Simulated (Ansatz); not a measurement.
One change: `[F][Sn]([F])([F])[Br]` becomes `C#[C][Sn]([F])([F])[F]`.

Ansatz, PBE0-D4/def2-TZVP geometries, multiplicity 1. 

Elements past krypton have def2 core potentials. Scalar relativity is left out up to krypton.

| property | `[F][Sn]([F])([F])[Br]` |
| --- | --- |
| size of the dipole moment (ωB97M-V/def2-TZVPP) / D | 2.15 |
| HOMO energy (PBE/def2-TZVPP) / eV | -8.55 |
| LUMO energy (ωB97M-V/def2-TZVPP) / eV | -1.34 |
| ideal-gas entropy at 298 K and 1 bar (rigid rotor, harmonic PBE0-D4/def2-TZVP) / J/(mol·K) | 359 |
| HOMO–LUMO gap (ωB97M-V/def2-TZVPP) / eV | 10.86 |
| zero-point energy (PBE0-D4/def2-TZVP) / kJ/mol | 18.1 |

**Question.** Give the same properties after the change, and the shifts. (Estimate.)

**Answer.** Ansatz gave: 
| property | `C#[C][Sn]([F])([F])[F]` | shift |
| --- | --- | --- |
| size of the dipole moment (ωB97M-V/def2-TZVPP) / D | 4.08 | 1.93 |
| HOMO energy (PBE/def2-TZVPP) / eV | -8.39 | 0.16 |
| LUMO energy (ωB97M-V/def2-TZVPP) / eV | 0.02 | 1.36 |
| ideal-gas entropy at 298 K and 1 bar (rigid rotor, harmonic PBE0-D4/def2-TZVP) / J/(mol·K) | 367 | 8 |
| HOMO–LUMO gap (ωB97M-V/def2-TZVPP) / eV | 12.00 | 1.14 |
| zero-point energy (PBE0-D4/def2-TZVP) / kJ/mol | 64.9 | 46.8 |

With PBE0 the HOMO rises by 0.25 eV and the LUMO rises by 1.29 eV, so the gap widens by about 1.04 eV. PBE moves the HOMO by 0.16 eV and ωB97M-V by 0.22 eV. The zero-point energy changes by 46.8 kJ/mol with +6 modes. Dipoles are sizes alone; their direction can turn.

Spin–orbit coupling is left out; it splits and shifts lone-pair levels of the heavy atoms by tenths of an eV.
